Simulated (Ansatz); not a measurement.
The cluster Ge2O2⁺. Charge 1, multiplicity 2. Geometry PBE-D4/def2-SVP, basis def2-TZVP, Ansatz.

```
atom   x (Å)   y (Å)   z (Å)
 Ge1  -0.116   0.406  -2.348
 Ge2   0.550   0.118   1.210
  O3   0.264   0.321  -0.692
  O4  -0.697  -0.846   1.830
```

```
run  HOMO (eV)  LUMO (eV)
  A     -11.88     -10.81
  B     -12.19     -10.45
  C     -13.11      -9.44
  D     -15.22      -7.33
```

Another isomer (doublet) lies 0.68 eV lower at PBE0-D4/def2-TZVP; other spin states weren't run for this one.

HOMO and LUMO are taken over both spins.

**Question.** The runs used PBE, PBE0, r2SCAN, ωB97M-V. Estimate which is which.

**Answer.** A PBE (0 % exact exchange); B r2SCAN (0 % exact exchange); C PBE0 (25 % exact exchange); D ωB97M-V (range-separated). Exact exchange lowers occupied and raises empty levels; among semilocal functionals meta-GGAs tend to open the gap a little, and such runs are hard to tell apart. The gap grows from 1.08 eV (PBE) to 7.89 eV (ωB97M-V).
